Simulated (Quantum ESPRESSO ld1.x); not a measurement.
Q: The mean radii <r> (bohr) of the occupied orbitals of an atom or ion are listed with their occupations. All-electron calculation, scalar-relativistic Kohn-Sham, LDA (Slater exchange, Perdew-Wang correlation), spin-polarised, spherical densities, point nucleus. Program: ld1.x of Quantum ESPRESSO 7.5.

orbital  occ.      <r>
1s          2  0.02908
2s          2   0.1256
2p          6   0.1096
3s          2   0.3399
3p          6   0.3381
3d         10   0.3148
4s          2   0.8175
4p          6   0.8832
4d         10    1.070

Name the element and its charge. Open shells, if any, are filled with parallel spins first.

A: Z = 50, tin, charge +4: Sn4+ in [Kr] 4d10. The 1s radius gives Z: for a bare nucleus <r> = (2 gamma + 1)/(2Z) with gamma = sqrt(1 - (Z/c)^2), 0.02862 bohr for Z = 50, and screening makes it slightly larger (0.02908 here). The occupations add up to 46, and the charge is Z minus that.
